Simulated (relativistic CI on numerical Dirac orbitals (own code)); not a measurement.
What each ingredient does to the levels of Sc¹²⁺

Base calculation: Dirac-Coulomb-Breit CI, orbitals from a KLI potential per configuration, a model potential for QED, unscaled Slater integrals.

Configurations in the expansion (outside the closed core 1s2): 2s²2p⁵, 2s2p⁶, 2s²2p⁴3s, 2p⁶3s, 2s²2p⁴3p, 2p⁶3p, 2p⁶3d, 2s²2p⁴3d, 2s2p⁵3s, 2s2p⁵3p, 2s2p⁵3d, 2s²2p⁴4s, 2s²2p⁴4p, 2s²2p⁴4d, 2s²2p⁴4f, 2s²2p³3s². Levels of other configurations are missing.

Variants: (1) non-relativistic limit. Shifts of the energy above 2s²2p⁵ ²P°3/2, in eV, for the lowest level and the first level of each name with at least 55 % of one term (blank where a level changes its place among those of its configuration and J or its character, or is not in the variant):

```tsv
Level	Base	Δ(1)
2s²2p⁵ ²P°3/2	0.000	0.000
2s²2p⁵ ²P°1/2	4.690	-4.690
2s2p⁶ ²S1/2	96.217	-6.041
2s²2p⁴3s ⁴P5/2	434.630	+0.975
2s²2p⁴3s ⁴P3/2	436.839	-1.234
2s²2p⁴3s ⁴P1/2	438.763	-3.158
2s²2p⁴3s ²P3/2	439.930	-0.473
2s²2p⁴3s ²P1/2	442.385	-2.929
2s²2p⁴3s ²D5/2	448.165	-1.467
2s²2p⁴3s ²D3/2	448.311	-1.613
2s²2p⁴3p ⁴P°5/2	456.095	-0.627
2s²2p⁴3p ⁴P°3/2	456.333	-0.865
2s²2p⁴3p ⁴P°1/2	457.933	-2.465
2s²2p⁴3p ⁴D°7/2	458.858	-0.316
```

At this charge energies of transitions that change n are usually good to better than 1 %, and those within a shell (Δn = 0) to a few per cent.

Ionisation energy from the two ground configurations alone: base 755.755 eV. The NIST ASD value (semi-empirical) is 757.7 eV.

LS names give the leading component of a level, which can be under half, so a name can repeat, a term be missing and a line seem to break the LS rules.
